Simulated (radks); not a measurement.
Neutral helium inside a hard spherical wall (all orbitals vanish at R), configuration held at [He] and not refilled when levels cross. Method: scalar-relativistic Kohn-Sham, LDA (Slater exchange, VWN5 correlation), spin-polarised, spherical densities, point nucleus; computed with a radial shooting solver on a logarithmic mesh with Libxc functionals. Eigenvalues in eV for spin up, with the zero of energy where the potential of the charges vanishes at infinity; a dash marks a level that is unbound or too diffuse for the functional's potential to be trusted. A positive occupied level is held by the wall or, in an anion where self-interaction has pushed it up, behind a barrier. The pressure on the wall is -dE/dV.

[
 {"R (bohr)": "free", "E (hartree)": "-2.83497", "kinetic (hartree)": "2.768", "e(1s)": "-15.523", "e(2s, empty)": "-", "e(2p, empty)": "-", "pressure (GPa)": "0"},
 {"R (bohr)": "20", "E (hartree)": "-2.83497", "kinetic (hartree)": "2.768", "e(1s)": "-15.523", "e(2s, empty)": "0.240", "e(2p, empty)": "0.622", "pressure (GPa)": "< 0.0001"},
 {"R (bohr)": "12", "E (hartree)": "-2.83497", "kinetic (hartree)": "2.768", "e(1s)": "-15.523", "e(2s, empty)": "0.713", "e(2p, empty)": "1.475", "pressure (GPa)": "< 0.0001"},
 {"R (bohr)": "8", "E (hartree)": "-2.83497", "kinetic (hartree)": "2.768", "e(1s)": "-15.522", "e(2s, empty)": "1.930", "e(2p, empty)": "2.914", "pressure (GPa)": "< 0.0001"},
 {"R (bohr)": "5", "E (hartree)": "-2.83438", "kinetic (hartree)": "2.774", "e(1s)": "-15.466", "e(2s, empty)": "7.003", "e(2p, empty)": "7.055", "pressure (GPa)": "0.116"},
 {"R (bohr)": "3", "E (hartree)": "-2.79663", "kinetic (hartree)": "2.969", "e(1s)": "-13.712", "e(2s, empty)": "29.280", "e(2p, empty)": "20.999", "pressure (GPa)": "20.9"},
 {"R (bohr)": "2.5", "E (hartree)": "-2.72461", "kinetic (hartree)": "3.243", "e(1s)": "-11.331", "e(2s, empty)": "47.730", "e(2p, empty)": "31.554", "pressure (GPa)": "88.4"},
 {"R (bohr)": "2", "E (hartree)": "-2.50659", "kinetic (hartree)": "3.900", "e(1s)": "-5.574", "e(2s, empty)": "84.774", "e(2p, empty)": "52.045", "pressure (GPa)": "430"}
]
